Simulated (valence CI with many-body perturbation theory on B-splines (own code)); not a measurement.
**E1 transitions of Zr34+**

Calculated by configuration interaction combined with many-body perturbation theory (CI+MBPT): four valence electrons over a frozen Dirac-Fock core [He], radial functions for each j: 11 s, 11 p, 9 d, 7 f, 5 g, 2 h, 1 i, with the one-electron correlation potential Σ1 (screened to all orders), the two-electron term Σ2, the three-electron term Σ3, Breit, model QED; selected single and double excitations, second order for the rest (own B-spline code, finite nucleus).

The last digits are not significant, and no measured levels were compared; by estimate large intervals hold to a few tenths of a per cent, small ones and those within an open d or f shell to about a per cent. Among the levels kept, up to 260 cm⁻¹ of a level comes from second order outside the variational space, and about a tenth of that is noise between levels of different J, which matters for small intervals.

Lines 51 to 100 of 235 in falling wavelength, among levels below 213.19 Ry, chosen from the strongest by gf and those to the six lowest levels. Wavelengths and rates use the calculated energies. Electric multipoles are in the length gauge, E1 and E2 with the static RPA response of the core. Weak lines are less certain than strong ones. Lines between different terms over intervals too small for the method are left out, as are lines whose strength nearly cancels. The highest levels of a list are the least certain.

Levels are named by their leading jj configuration (3d3/2^4 stands for four electrons in 3d with j = 3/2), which in mixed levels can hold well under half, so a name can repeat and another be missing. Letters in brackets count levels of one name in rising energy.

| λ vac (Å) | Upper | Lower | A (s⁻¹) | log gf | Branch % |
| --- | --- | --- | --- | --- | --- |
| 69.66 | (2p1/2^2 2p3/2^2) J=2 | (2s 2p1/2 2p3/2^2) J=3 | 4.45e+10 | -0.79 | 20.9 |
| 65.72 | (2s 2p1/2 2p3/2^2) J=2 [a] | (2s^2 2p1/2 2p3/2) J=2 | 1.24e+09 | -2.40 | 3.8 |
| 64.35 | (2s 2p3/2^2 3s) J=3 | (2s^2 2p3/2 3s) J=2 | 2.68e+10 | -0.93 | 0.1 |
| 61.90 | (2s 2p1/2 2p3/2^2) J=2 [a] | (2s^2 2p1/2 2p3/2) J=1 | 3.14e+10 | -1.04 | 95.6 |
| 58.92 | (2s 2p1/2 2p3/2^2) J=3 | (2s^2 2p1/2 2p3/2) J=2 | 2.28e+10 | -1.08 | 83.0 |
| 57.14 | (2p1/2 2p3/2^3) J=1 | (2s 2p1/2 2p3/2^2) J=1 [b] | 8.41e+10 | -0.91 | 26.6 |
| 54.03 | (2s 2p1/2 2p3/2 3p3/2) J=3 [c] | (2s^2 2p1/2 3p3/2) J=2 | 8.00e+10 | -0.61 | 0.5 |
| 53.30 | (2s 2p1/2 2p3/2 3d3/2) J=3 [c] | (2s^2 2p1/2 3d3/2) J=2 | 6.58e+10 | -0.71 | 0.9 |
| 53.16 | (2s 2p1/2 2p3/2 3p3/2) J=2 [c] | (2s^2 2p1/2 3p3/2) J=1 | 9.16e+10 | -0.71 | 0.6 |
| 53.15 | (2p3/2^4) J=0 | (2s 2p3/2^3) J=1 | 3.66e+11 | -0.81 | 90.8 |
| 53.10 | (2s 2p3/2^3) J=2 | (2s^2 2p3/2^2) J=2 | 1.22e+11 | -0.59 | 90.8 |
| 52.91 | (2s 2p1/2 2p3/2 3p1/2) J=2 [c] | (2s^2 2p1/2 3p1/2) J=1 | 8.56e+10 | -0.75 | 0.8 |
| 52.35 | (2p1/2^2 2p3/2^2) J=2 | (2s 2p1/2^2 2p3/2) J=1 | 5.51e+10 | -0.95 | 25.9 |
| 52.19 | (2s 2p1/2 2p3/2 3p1/2) J=1 [c] | (2s^2 2p1/2 3p1/2) J=0 | 1.02e+11 | -0.90 | 0.7 |
| 52.08 | (2p1/2 2p3/2^3) J=2 | (2s 2p1/2 2p3/2^2) J=2 [b] | 1.26e+11 | -0.59 | 48.0 |
| 51.93 | (2s 2p1/2 2p3/2 3p1/2) J=1 [b] | (2s^2 2p1/2 3p1/2) J=1 | 9.36e+10 | -0.95 | 0.2 |
| 51.92 | (2s 2p1/2 2p3/2 3p3/2) J=2 [d] | (2s^2 2p1/2 3p3/2) J=2 | 1.18e+11 | -0.62 | 0.7 |
| 51.61 | (2s 2p1/2 2p3/2 3p3/2) J=1 [c] | (2s^2 2p1/2 3p3/2) J=1 | 9.95e+10 | -0.92 | 0.7 |
| 51.41 | (2s 2p1/2 2p3/2 3s) J=1 [c] | (2s^2 2p1/2 3s) J=1 | 1.09e+11 | -0.89 | 0.8 |
| 51.00 | (2s 2p1/2 2p3/2 3p3/2) J=1 [d] | (2s^2 2p1/2 3p3/2) J=2 | 1.50e+11 | -0.75 | 2.8 |
| 50.72 | (2s 2p3/2^3) J=1 | (2s^2 2p3/2^2) J=0 | 6.44e+10 | -1.13 | 19.3 |
| 50.55 | (2s 2p1/2^2 2p3/2) J=1 | (2s^2 2p1/2^2) J=0 | 1.08e+11 | -0.91 | 93.6 |
| 50.55 | (2s 2p3/2^2 3s) J=1 | (2s^2 2p3/2 3s) J=2 | 1.46e+11 | -0.78 | 0.5 |
| 50.33 | (2s 2p1/2 2p3/2^2) J=0 | (2s^2 2p1/2 2p3/2) J=1 | 1.08e+11 | -1.39 | 100.0 |
| 49.24 | (2s 2p1/2 2p3/2^2) J=2 [b] | (2s^2 2p1/2 2p3/2) J=2 | 1.74e+11 | -0.50 | 95.2 |
| 48.76 | (2s 2p1/2 2p3/2^2) J=1 [a] | (2s^2 2p1/2 2p3/2) J=1 | 1.59e+11 | -0.77 | 93.9 |
| 47.76 | (2s 2p1/2 2p3/2^2) J=1 [b] | (2s^2 2p1/2 2p3/2) J=2 | 2.04e+11 | -0.68 | 80.3 |
| 47.06 | (2s 2p1/2 2p3/2^2) J=2 [b] | (2s^2 2p1/2 2p3/2) J=1 | 4.99e+09 | -2.08 | 2.7 |
| 45.71 | (2s 2p1/2 2p3/2^2) J=1 [b] | (2s^2 2p1/2 2p3/2) J=1 | 3.12e+10 | -1.53 | 12.3 |
| 45.63 | (2s 2p3/2^3) J=1 | (2s^2 2p3/2^2) J=2 | 2.49e+11 | -0.63 | 74.7 |
| 43.71 | (2p1/2^2 2p3/2^2) J=2 | (2s 2p1/2^2 2p3/2) J=2 | 6.26e+10 | -1.05 | 29.4 |
| 38.30 | (2s 2p3/2^3) J=2 | (2s^2 2p1/2 2p3/2) J=2 | 1.04e+10 | -1.94 | 7.8 |
| 36.87 | (2s 2p1/2 2p3/2^2) J=1 [a] | (2s^2 2p1/2^2) J=0 | 8.33e+09 | -2.29 | 4.9 |
| 35.10 | (2s 2p1/2 2p3/2^2) J=1 [b] | (2s^2 2p1/2^2) J=0 | 1.07e+10 | -2.23 | 4.2 |
| 33.19 | (2s 2p3/2^3) J=1 | (2s^2 2p1/2 2p3/2) J=1 | 1.75e+10 | -2.06 | 5.3 |
| 5.102 | (2s^2 2p1/2 3p3/2) J=1 | (2s 2p1/2^2 2p3/2) J=2 | 8.07e+11 | -2.02 | 63.4 |
| 5.078 | (2s 2p3/2^2 3s) J=2 | (2s 2p3/2^3) J=2 | 1.13e+13 | -0.66 | 52.9 |
| 5.066 | (2s^2 2p3/2 3s) J=1 | (2s^2 2p3/2^2) J=0 | 5.19e+12 | -1.22 | 24.1 |
| 5.034 | (2s 2p1/2 2p3/2 3s) J=2 [b] | (2s 2p1/2 2p3/2^2) J=3 | 9.50e+12 | -0.74 | 53.1 |
| 5.032 | (2s 2p1/2 2p3/2 3s) J=1 [a] | (2s 2p1/2 2p3/2^2) J=2 [a] | 1.24e+13 | -0.85 | 66.9 |
| 5.028 | (2s^2 2p1/2 3s) J=1 | (2s^2 2p1/2 2p3/2) J=2 | 1.02e+13 | -0.93 | 59.4 |
| 5.026 | (2s 2p1/2^2 3s) J=1 | (2s 2p1/2^2 2p3/2) J=2 | 1.04e+13 | -0.93 | 91.2 |
| 5.021 | (2s^2 2p3/2 3s) J=2 | (2s^2 2p3/2^2) J=2 | 5.64e+12 | -0.97 | 27.7 |
| 5.011 | (2s^2 2p3/2 3s) J=1 | (2s^2 2p3/2^2) J=2 | 1.23e+13 | -0.86 | 57.1 |
| 5.008 | (2s^2 2p1/2 3s) J=0 | (2s^2 2p1/2 2p3/2) J=1 | 1.35e+13 | -1.29 | 100.0 |
| 5.004 | (2s^2 2p1/2 3s) J=1 | (2s^2 2p1/2 2p3/2) J=1 | 2.20e+12 | -1.61 | 12.8 |
| 4.997 | (2s^2 2p1/2 3d3/2) J=2 | (2s^2 2p3/2^2) J=2 | 6.54e+11 | -1.91 | 3.6 |
| 4.966 | (2s^2 2p1/2 3d5/2) J=2 | (2s^2 2p3/2^2) J=2 | 9.28e+11 | -1.77 | 0.9 |
| 4.922 | (2s 2p1/2 2p3/2 3d5/2) J=2 [a] | (2s 2p1/2 2p3/2^2) J=1 [a] | 1.14e+13 | -0.68 | 17.1 |
| 4.907 | (2s 2p1/2 2p3/2 3d5/2) J=2 [b] | (2s 2p1/2 2p3/2^2) J=1 [b] | 1.03e+13 | -0.73 | 17.1 |

**Question.** How does gf follow from A for the line at 5.008 Å?

**Answer.** gf = 1.4992 × (2J+1)_upper × A / σ², with σ = 19968523 cm⁻¹ and 2J+1 = 1: gf = 0.0508.
